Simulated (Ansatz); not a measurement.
## CH2FGe−: structure from calculated spectroscopic constants

These gas-phase data were calculated for one isomer of CH2FGe− at PBE0-D3(BJ)/def2-SVPD (harmonic, unscaled wavenumbers; equilibrium rotational constants with average atomic masses):

```
rotational constants            : 15.17, 7.036, 4.806 GHz
all wavenumbers above 1500 cm⁻¹ : 3175, 3073
```

Candidates:

(1) `[H]/[C-]=[GeH]\[F]`, a singlet
(2) `[CH2]=[Ge-][F]`, a singlet
(3) `[H]/[Ge-]=[CH]/F`, a singlet

Task: Which candidate do the data belong to?

Result: Candidate (2). No mode falls between 1900 and 2250 cm⁻¹, where the Ge–H stretch of (1) would stand. 2 modes lie between 2750 and 3290 cm⁻¹, one for each C–H bond, while (3) has 1.

The same quantities for all candidates:

|  | rotational constants (GHz) | wavenumbers above 1500 cm⁻¹ | E above the lowest, PBE0-D3(BJ)/def2-SVPD (kcal/mol) |
| --- | --- | --- | --- |
| (1) | 34.47, 5.522, 4.76 | 3036, 2087 | 52.5 |
| (2) | 15.17, 7.036, 4.806 | 3175, 3073 | 0.0 |
| (3) | 48.86, 3.614, 3.365 | 3100, 1788 | 43.5 |

Harmonic stretches to hydrogen usually lie a few per cent above observed fundamentals. Each candidate is one conformer. Programs: Ansatz 0.2.0.
